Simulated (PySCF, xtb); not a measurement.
C3H7FSi, SMILES FC1C[SiH2]C1.

Harmonic wavenumbers (cm⁻¹) from GFN2-xTB in xtb 6.7.1 at its own minimum, in rising order: 79, 370, 405, 448, 451, 503, 608, 686, 718, 754, 773, 813, 899, 1003, 1035, 1080, 1160, 1180, 1199, 1255, 1312, 1456, 1462, 2274, 2289, 2935, 3011, 3016, 3021, 3024.

Question: What does PySCF with PBE-D3(BJ)/def2-SVP give at its own minimum? (Estimate from the structure and the level; the computed values follow.)

Answer: 136, 354, 405, 442, 489, 495, 634, 687, 716, 759, 848, 873, 922, 933, 1010, 1026, 1067, 1104, 1162, 1264, 1326, 1352, 1391, 2166, 2178, 2954, 3001, 3006, 3091, 3092. Paired by order, the mean absolute difference is 42 cm⁻¹ and the zero-point energies are 56.1 and 55.6 kcal/mol.
